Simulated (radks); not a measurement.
Results of a calculation; reference values are marked as such.
Ionisation of Al, [Ne] 3s2 3p1, to Al+, [Ne] 3s2, under several functionals. Scalar-relativistic Kohn-Sham, spin-polarised, spherical densities, finite nucleus; open shells are filled with parallel spins first; a radial shooting solver on a logarithmic mesh with Libxc functionals. The NIST Atomic Spectra Database gives 5.986 eV (measured). Rank these functionals by the error of their Delta-SCF ionisation energy: exchange-only r2SCAN; BLYP; MS2 meta-GGA; exchange-only PBE; LDA (Slater exchange, VWN5 correlation); PBE; LDA (Slater exchange, Perdew-Wang correlation); PBEsol; Wu-Cohen GGA; BP86; RPBE.

Answer. From best to worst: LDA (Slater exchange, Perdew-Wang correlation) 5.988 eV (+0.002); LDA (Slater exchange, VWN5 correlation) 5.992 eV (+0.006); RPBE 5.955 eV (-0.031); PBE 5.954 eV (-0.032); Wu-Cohen GGA 5.936 eV (-0.050); BP86 6.037 eV (+0.052); PBEsol 5.927 eV (-0.059); MS2 meta-GGA 5.894 eV (-0.091); BLYP 5.764 eV (-0.222); exchange-only PBE 5.344 eV (-0.641); exchange-only r2SCAN 5.235 eV (-0.751). Open shells are spherical and high-spin; term and fine-structure splittings are not resolved.
